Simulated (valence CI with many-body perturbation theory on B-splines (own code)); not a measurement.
E1 line list for Cl3+

Computed by configuration interaction combined with many-body perturbation theory (CI+MBPT): four valence electrons over a frozen Dirac-Fock core [Ne], radial functions for each j: 11 s, 11 p, 10 d, 8 f, 5 g, 2 h, with the one-electron correlation potential Σ1, the two-electron term Σ2, the three-electron term Σ3, Breit, model QED; selected CI, second order for the rest, scaled by the run's own slope (own B-spline code, finite nucleus).

Set against measurement, 24 paired levels are off by 115 cm⁻¹ on average, the worst by 405. These come from a selection out of Moore, Atomic Energy Levels, vol. I, NSRDS-NBS 35 (1971 reprint of NBS Circular 467, 1949), an old analysis. Levels without a partner in it may be off by more. Among the levels kept, up to 980 cm⁻¹ of a level comes from second order outside the variational space, and about a tenth of that is noise between levels of different J, which matters for small intervals.

Lines 201 to 250 of 516 in falling wavelength, among levels below 43.321 eV, chosen from the strongest by gf and those to the six lowest levels. Wavelengths and rates use the calculated energies, so an error of 100 cm⁻¹ moves a line at 165.8 nm by 0.17 % and its rate by three times that or more. Electric multipoles are in the length gauge, E1 and E2 with the static RPA response of the core. Weak lines are less certain than strong ones. Lines between different terms over intervals too small for the method are left out, as are lines whose strength nearly cancels. Where a level lies close to another of its J and parity, the split of strength between their lines is uncertain. The highest levels of a list are the least certain.

Names give the largest LS component (configuration and term), which can be under half, so a name can repeat, a term be missing and a line seem to break the LS rules; names also repeat where a configuration has a term twice. Letters in brackets count levels of one name in rising energy.

```tsv
λ vac (nm)	λ from measured levels	Upper	Lower	A (s⁻¹)	S (a.u.)
206.7		3s²3p4d ³F°_2	3s²3p4p ³D_1	7.87e+08	1.72e+01
204.5		3s²3p4d ³D°_1	3s²3p4p ³D_1	1.44e+08	1.83e+00
204.5		3s²3p4d ³D°_2	3s²3p4p ³D_2	2.66e+08	5.62e+00
204.3		3s²3p4p ¹S_0 [b]	3s²3p4s ¹P°_1	3.48e+08	1.46e+00
203.0		3s²3p4d ³D°_3	3s²3p4p ³D_2	9.95e+07	2.88e+00
202.6		3s²3p4d ³D°_2	3s²3p4p ³D_1	7.87e+07	1.61e+00
200.1		3s²3p4d ¹D°_2	3s²3p4p ¹P_1	7.66e+08	1.51e+01
190.7		3s3p²3d ¹F_3 [b]	3s²3p4d ¹D°_2	3.05e+08	7.31e+00
185.1		3s²3p4p ¹D_2	3s²3p3d ¹F°_3	3.03e+08	4.74e+00
174.3		3s²3p5s ¹P°_1	3s²3p4p ¹D_2	6.60e+08	5.17e+00
168.7		3s²3p4d ¹P°_1	3s²3p4p ¹P_1	4.19e+08	2.98e+00
165.8	165.0	3s²3p5s ³P°_1	3s²3p4p ³P_2	1.48e+08	1.00e+00
165.2		3s²3p5s ³P°_2	3s²3p4p ³S_1	2.20e+08	2.45e+00
164.7	163.9	3s²3p5s ³P°_0	3s²3p4p ³P_1	5.21e+08	1.15e+00
164.0	163.2	3s²3p5s ³P°_1	3s²3p4p ³P_1	1.79e+08	1.17e+00
163.3	162.5	3s²3p5s ³P°_1	3s²3p4p ³P_0	1.51e+08	9.76e-01
162.5	161.7	3s²3p5s ³P°_2	3s²3p4p ³P_2	4.08e+08	4.32e+00
159.7		3s3p²4p ³P°_1	3s3p²3d ³D_2 [a]	1.84e+08	1.11e+00
159.3		3s3p²4p ³P°_2	3s3p²3d ³D_3 [a]	2.00e+08	2.00e+00
155.4	154.9	3s²3p4p ³P_1	3s²3p3d ³D°_2	1.70e+08	9.44e-01
154.7	153.9	3s²3p5s ³P°_1	3s²3p4p ³D_2	6.33e+08	3.47e+00
154.3		3s²3p5s ³P°_0	3s²3p4p ³D_1	9.22e+08	1.67e+00
154.2	153.7	3s²3p4p ³P_2	3s²3p3d ³D°_3	2.65e+08	2.39e+00
154.0	153.2	3s²3p5s ³P°_2	3s²3p4p ³D_3	7.13e+08	6.43e+00
143.1	142.7	3s²3p4p ³P_1	3s²3p3d ³P°_2	2.01e+08	8.71e-01
142.8		3s²3p5s ¹P°_1	3s²3p4p ¹P_1	5.37e+08	2.32e+00
141.7	141.3	3s²3p4p ³P_2	3s²3p3d ³P°_2	1.28e+08	8.96e-01
125.7		3s3p²4p ⁵S°_2	3s3p²3d ⁵P_1	2.30e+08	1.13e+00
125.4		3s3p²4p ⁵S°_2	3s3p²3d ⁵P_2	3.33e+08	1.62e+00
124.8		3s3p²4p ⁵S°_2	3s3p²3d ⁵P_3	3.72e+08	1.78e+00
108.2		3s3p²4p ³D°_1	3s3p²3d ³F_2 [a]	6.07e+08	1.14e+00
108.2		3s3p²4p ³D°_2	3s3p²3d ³F_3 [a]	5.31e+08	1.66e+00
107.9		3s3p²4p ³D°_3	3s3p²3d ³F_4 [a]	5.45e+08	2.37e+00
107.8		3s²3p4p ³D_2	3s²3p3d ³F°_3	9.52e+08	2.95e+00
107.8		3s²3p4p ³D_1	3s²3p3d ³F°_2	1.04e+09	1.92e+00
107.5		3s²3p4p ³D_3	3s²3p3d ³F°_4	9.91e+08	4.25e+00
104.6		3s3p²4p ⁵D°_4	3s3p²3d ⁵D_4	1.62e+08	8.23e-01
101.3		3s3p²4p ⁵P°_2	3s3p²3d ⁵D_3	5.69e+08	1.46e+00
101.3		3s3p²4p ⁵P°_1	3s3p²3d ⁵D_1	4.95e+08	7.61e-01
101.2		3s3p²4p ⁵P°_2	3s3p²3d ⁵D_2	3.79e+08	9.67e-01
101.0		3s3p²4p ⁵P°_3	3s3p²3d ⁵D_4	8.08e+08	2.87e+00
100.8		3s3p²4p ⁵P°_3	3s3p²3d ⁵D_3	2.27e+08	8.01e-01
98.70		3s3p³ ³D°_1	3s²3p² ³P_2	2.77e+06	3.95e-03
98.66		3s3p³ ³D°_2	3s²3p² ³P_2	2.85e+07	6.75e-02
98.62		3s²3p4p ¹S_0 [b]	3s3p³ ¹P°_1	1.35e+09	6.39e-01
98.58		3s3p³ ³D°_3	3s²3p² ³P_2	1.46e+08	4.84e-01
98.53		3p⁴ ¹D_2	3s²3p3d ¹D°_2	5.65e+08	1.33e+00
98.05		3s3p²4p ⁵D°_1	3s3p²3d ⁵F_2	8.65e+08	1.21e+00
98.04		3s3p²4p ⁵D°_0	3s3p²3d ⁵F_1	1.29e+09	5.98e-01
97.99		3s3p²4p ⁵D°_2	3s3p²3d ⁵F_3	8.90e+08	2.07e+00
```
